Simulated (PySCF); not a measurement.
Compound: 3-chlorobenzonitrile, C7H4ClN.
Cartesian coordinates in Å at the GFN2-xTB level; atoms count from 1:
```xyz
13
C7H4ClN angstrom
N     -3.2244   -1.6442   -0.3955
C     -2.2148   -1.1171   -0.2714
C     -0.9698   -0.4601   -0.1194
C     -0.9141    0.9337   -0.1214
C      0.3071    1.5644    0.0265
C      1.4683    0.8237    0.1753
C      1.4017   -0.5629    0.1769
Cl     2.8496   -1.4873    0.3638
C      0.1912   -1.2172    0.0317
H     -1.8221    1.5058   -0.2373
H      0.3585    2.6424    0.0270
H      2.4219    1.3143    0.2905
H      0.1425   -2.2950    0.0354
```

The closed-shell SCF was solved with PySCF and density fitting under several settings on one GFN2-xTB geometry (grid level 2 and gas phase unless stated).

```tsv
settings	basis functions	SCF cycles	E (Eh)	HOMO (eV)	LUMO (eV)	dipole (D)
PBE0/pcSseg-1	180	15	-783.4943	-7.86	-1.91	3.92
PBE0/def2-SVPD	219	14	-783.1943	-7.86	-1.95	3.98
PBE0/6-31++G**, IEF-PCM water, fitting basis def2-universal-jkfit	190	10	-783.5589	-7.56	-1.69	5.34
X3LYP/ANO-RCC-VDZP, grid level 3, fitting basis def2-universal-jkfit	150	11	-783.6307	-7.46	-1.73	3.89
```

Task: Estimate the row for these settings: KT3/pcseg-1.

Result: 
```tsv
settings	basis functions	SCF cycles	E (Eh)	HOMO (eV)	LUMO (eV)	dipole (D)
KT3/pcseg-1	150	16	-792.3583	-6.85	-2.70	3.78
```

Task: Over all rows, what range does the HOMO–LUMO gap span?

Result: From 4.15 eV (KT3/pcseg-1) to 5.95 eV (PBE0/pcSseg-1). The functional of the narrowest has no exact exchange, that of the widest 25 % exact exchange.

Task: Compare two rows with the functional PBE0: PBE0/pcSseg-1 and PBE0/def2-SVPD. Which energy is lower, and by how much?

Result: PBE0/pcSseg-1 (180 functions) lies 0.3000 Eh or 188 kcal/mol below PBE0/def2-SVPD (219 functions). The smaller set gives the lower energy; the two sets aren't nested, so the variational bound doesn't order them by size.

Whole jobs, the steps after the SCF included, on one thread of an AMD EPYC 9R45, on a shared host:

```tsv
settings	work after the SCF	wall time	peak memory
PBE0/pcSseg-1	shieldings, ring-centre shieldings, charges and field gradients	18 s	0.82 GiB
PBE0/def2-SVPD	6 singlets by full TDDFT, 2 Tamm–Dancoff triplets, polarisability	23 s	0.89 GiB
PBE0/6-31++G**, IEF-PCM water, fitting basis def2-universal-jkfit	25 singlets by full TDDFT, 2 Tamm–Dancoff triplets, polarisability	31 s	0.88 GiB
X3LYP/ANO-RCC-VDZP, grid level 3, fitting basis def2-universal-jkfit	shieldings, ring-centre shieldings, charges and field gradients	35 s	0.75 GiB
KT3/pcseg-1	spin–spin couplings from 4 perturbed nuclei, spin–dipole term left out	17 s	0.54 GiB
```

Cycle counts include a coarse-grid stage where the run had one. All basis functions are spherical, in the Pople sets too. KT3 was designed for NMR shieldings or shifts; total energies of different functionals aren't comparable. ANO-RCC sets were contracted for a scalar-relativistic Hamiltonian, but ran non-relativistically here. The species at its GFN2-xTB geometry.
